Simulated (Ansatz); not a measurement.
Total energies of [WS4]2- (WS₄²⁻) from Ansatz at PBE0-D4/def2-TZVPD, gas phase (1 Eh = 27.2114 eV = 2625.5 kJ/mol). The reference geometry is relaxed at PBE0-D4/def2-SVPD.

```xyz
5

W     0.0000    0.0000    0.0000
S    -1.8815    0.9259    0.7241
S     0.6926    1.0597   -1.8220
S    -0.3641   -2.1355   -0.4795
S     1.5530    0.1498    1.5774
```

```csv
state,geometry,energy (Eh)
charge -2 singlet,reference,-1659.62659
charge -1 doublet,reference,-1659.63874
charge -1 doublet,relaxed at PBE0-D4/def2-SVPD,-1659.64207
```

In the def2 sets W takes a core potential; there is no spin–orbit coupling. A multiply charged anion in the gas phase is held together partly by the finite basis. Removing one electron lowers the energy by 0.33 eV at PBE0-D4/def2-TZVPD, so it isn't bound.

Work out the vertical ionisation energy to the doublet.

E(charge -1 doublet) − E(charge -2 singlet) = -1659.63874 − (-1659.62659) = -0.01215 Eh = -0.33 eV. For comparison, −ε of the highest occupied level is -1.80 eV at this level, 1.47 eV less.

How much does the charge -1 doublet relax, and what is the adiabatic ionisation energy?

Relaxation: -1659.63874 − (-1659.64207) = 0.00333 Eh = 0.09 eV. Adiabatic ionisation energy: -0.01548 Eh = -0.42 eV, without zero-point energy. 

At PBE0-D4/def2-TZVPD the highest occupied level of the charge -2 singlet lies above zero (up to 1.80 eV). By energy differences it is unbound by 0.33 eV (vertical, against the charge -1 doublet, at PBE0-D4/def2-TZVPD) and held by the finite basis.
